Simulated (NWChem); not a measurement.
Isomers of C2H6OSi, each optimised at PBE0/def2-SVP with NWChem, gas phase unless a solvent is named. Flexible species stand in one conformer each, which need not be the lowest. Pople sets run with spherical d functions. Shieldings are non-relativistic GIAO values without spin-orbit effects.

A: C=CO[SiH3]
B: C(=O)[SiH2]C
C: C1[SiH2]CO1
D: CC(=O)[SiH3]

**Question.** Rank them by 29Si shift against tetramethylsilane, B3LYP/6-31G* (ppm), lowest first.

**Answer.** D (-62.7), B (-32.3), A (-6.3), C (7.5)
